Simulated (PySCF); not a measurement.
Orbital picture of BeF⁻

RHF at R = 1.457 Å; Be aug-pcseg-1, F aug-pcseg-1; no relativity (PySCF 2.14). State: ¹Σ⁺ (singlet), closed shell. Only the outer orbitals are listed, counted within each symmetry.

| orbital | occ. | ε (eV) | on Be (%) | main shells (%) |
| --- | --- | --- | --- | --- |
| 3σ | 2 | -36.56 | 4 | 96 F s |
| 4σ | 2 | -12.92 | 7 | 92 F p |
| 1π | 2 | -11.45 | 1 | 98 F p |
| 1π | 2 | -11.45 | 1 | 98 F p |
| 5σ | 2 | -1.05 | 110 | 98 Be s, 12 Be p |
| 6σ | 0 | 4.23 | 106 | 63 Be p, 42 Be s, 13 F s |
| 2π | 0 | 4.33 | 103 | 103 Be p |
| 2π | 0 | 4.33 | 103 | 103 Be p |

Q: Which are the highest filled and the lowest empty level, where do they sit, and how wide is the gap?

A: Highest filled 5σ at -1.05 eV (in %: 98 Be s, 12 Be p); lowest empty 6σ at 4.23 eV (in %: 63 Be p, 42 Be s, 13 F s); the gap at RHF is 5.28 eV. An empty level above zero is unbound, and its energy depends on the basis.

```
bond order (Mayer)                                                                                                : -0.03
⟨S²⟩                                                                                                              : 0.000
charge on Be (Mulliken, basis-dependent)                                                                          : -0.46
charge on Be (Löwdin, basis-dependent)                                                                            : -0.19
dipole moment (positive dipole points towards F; it is taken about the centre of mass and depends on that origin) : 6.40 D
polarisability along the bond                                                                                     : 123.4 bohr³
polarisability across the bond                                                                                    : 168.8 bohr³
```

Shares are Mulliken populations and can fall outside 0 to 100 %.
